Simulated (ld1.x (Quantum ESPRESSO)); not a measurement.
Logarithmic derivatives: hafnium, TM

```
Element                 : hafnium
Generator               : ld1.x (Quantum ESPRESSO) 7.5
Type                    : norm-conserving Troullier–Martins (Kleinman–Bylander form)
Functional              : PBE
Relativity              : non-relativistic
Frozen core             : [Kr] 4d10 4f14
Valence charge          : 12
Reference configuration : 5s2 5p6 5d2 6s2 6p0
Partial waves           : 5s (bound): rc 1.45 bohr; 5p (bound): rc 1.50 bohr; 5f channel at 0.05 Ry: rc 2.40 bohr; 5d (bound): rc 2.50 bohr
Local potential         : the d channel
Core correction         : none
```

Occupied shells without a wave of their own: 6s. They enter only through the test configuration that unscreens the potential.

The phase is arctan(r·u′/u) with u = r·R(r), unwrapped; energies in Ry, scanned from -6 to 5 Ry. A pole is an energy at which the radial function vanishes at the test radius. The pseudo phase is shifted by a multiple of π to meet the all-electron one at the reference energy, and phase errors are pseudo minus all-electron; the curves can meet again beyond the range given. Levels narrower than the energy grid can be missing from the lists of poles.

Task: For each channel, where are the poles, and over which energies does the pseudopotential scatter like the atom?

Result:

```
channel  radius (bohr)  reference energy (Ry)  poles, all-electron  poles, pseudo  unbroken range about the reference energy with phases within 0.05 rad  phase error 1 Ry above the reference energy (rad)
      s           2.70                  -4.09          -4.03, 3.04    -4.03, 3.18                                                             below -0.2                                             +0.001
      p           2.70                  -2.48          -2.34, 4.25    -2.33, 4.46                                                              below 0.6                                             +0.001
      d           2.70                  -0.27                 0.44           0.44                                                        the whole range                                             +0.001
      f           2.70                   0.05          -1.72, 3.72           3.40                                                            -1.7 to 1.3                                             -0.019
```

Phases in the d channel:

```
E (Ry)  all-electron  pseudo
 -6.00         1.416   1.417
 -5.48         1.409   1.409
 -4.96         1.400   1.400
 -4.44         1.389   1.389
 -3.92         1.376   1.377
 -3.40         1.360   1.360
 -2.88         1.339   1.339
 -2.36         1.308   1.308
 -1.84         1.260   1.260
 -1.32         1.166   1.167
 -0.80         0.878   0.878
 -0.28        -0.790  -0.790
  0.24        -1.492  -1.492
  0.76        -1.657  -1.656
  1.28        -1.760  -1.758
  1.80        -1.873  -1.869
  2.32        -2.065  -2.057
  2.84        -2.574  -2.551
  3.36        -3.714  -3.693
  3.88        -4.275  -4.272
  4.40        -4.471  -4.472
  4.92        -4.566  -4.569
```
